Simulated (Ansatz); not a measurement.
Compare A (`CNB(C)N`) with its isomer B (`NBCCN`).

Computed with Ansatz on PBE0-D4/def2-TZVP structures; ΔE is electronic, products minus reactants. CCSD(T)/CBS is the MP2 limit (def2-TZVPP, def2-QZVPP) plus CCSD(T) − MP2 in def2-TZVPP, frozen cores. Functionals use def2-TZVPP. B3LYP here is the variant with VWN-RPA as its local correlation; programs differ in this. One conformer a species, not always the lowest.

Q: Which is lower in electronic energy at CCSD(T)/CBS, and by how much? (Best estimate.)

A: The calculation gave: A, by 128.6 kJ/mol.

Q: Give E(B) − E(A) in kJ/mol with ωB97M-V, PBE0-D4, B2PLYP, B3LYP-D4, MP2/def2-TZVPP, HF/def2-TZVPP, CCSD/def2-TZVPP. (An estimate is asked.)

A: Ansatz gave: ωB97M-V 129.9, PBE0-D4 130.7, B2PLYP 131.5, B3LYP-D4 133.3, MP2/def2-TZVPP 129.5, HF/def2-TZVPP 130.7, CCSD/def2-TZVPP 127.4. None reverses the order clearly.

Largest T1 diagnostic: 0.011.
